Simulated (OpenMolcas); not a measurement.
## What dynamic correlation does to the levels of O4+

```json
{
  "Program": "OpenMolcas 26.06",
  "Basis": "ANO-RCC-VTZP [4s3p2d1f]",
  "Scalar Hamiltonian": "DKH2, point nucleus",
  "Active space": "2 electrons in 8 orbitals (2s 2p 3s 3p)",
  "State averaging": "2S+1 = 3 even, 3 roots; 2S+1 = 1 even, 7 roots; 2S+1 = 3 odd, 3 roots; 2S+1 = 1 odd, 3 roots",
  "Spin-orbit coupling": "state interaction with AMFI integrals over the reference wave functions, term energies averaged over their components"
}
```

Methods on the same reference wave functions:
A. CASSCF
B. SS-CASPT2, IPEA 0.25 Eh, imaginary shift 0.1 Eh (closed shells correlated: 1s)
C. MS-CASPT2, IPEA 0.25 Eh, imaginary shift 0.1 Eh (closed shells correlated: 1s)
D. XMS-CASPT2, IPEA 0.25 Eh, imaginary shift 0.1 Eh (closed shells correlated: 1s)

Energies in cm⁻¹ above 2s² ¹S₀, the measured ground level; measured values from Moore, Selected Tables of Atomic Spectra, NSRDS-NBS 3, section 9.

```
     Level       A       B       C       D  Measured
   2s² ¹S₀     0.0     0.0     0.0     0.0       0.0
2s 2p ³P°₀   82980   82062   82070   82015     81942
2s 2p ³P°₁   83128   82210   82218   82162     82079
2s 2p ³P°₂   83424   82506   82514   82458     82385
2s 2p ¹P°₁  170495  161755  161764  161229    158798
   2p² ³P₀  215764  214289  214298  214260    213462
   2p² ³P₁  215911  214437  214445  214407    213618
   2p² ³P₂  216200  214725  214733  214695    213887
   2p² ¹D₂  242148  234007  234016  232882    231721
   2p² ¹S₀  298755  291572  291588  291628    287910
```

Deviations, from unrounded energies. A percentage is the sum of absolute deviations over the sum of measured energies, with the sign that they share, or ± where signs differ.

```
           Against measurement  Levels     A     B     C     D
mean absolute deviation (cm-1)       9  4800  1300  1300  1100
      other configurations (%)       9  +2.7  +0.8  +0.8  +0.6
```

D lies closest to measurement on these levels and A furthest from it. The largest miss of D in the table is 2p² ¹S₀, by +3700 cm-1. The ranking rests on the paired levels alone, and a cruder setting can come out closer through cancelling errors.

Among B to D the level of the table that moves most is 2p² ¹D₂, by 1100 cm-1 (lowest in D, highest in C).

The lowest spin-free term lies below A's lowest term by 0.005 hartree in B, 0.005 hartree in C, 0.005 hartree in D.

Active for correlation alone: 3p 3s; no level in the range computed is led by a configuration that fills them, so any true level of that kind is missing. Measured partners are found by configuration, term and J. A level has none where our copy of the source lacks it or the pairing is in doubt (some pairs that miss far off the trend of their configuration count as doubtful), and it then counts in no deviation. Only configurations of the active space appear.

° marks odd parity.
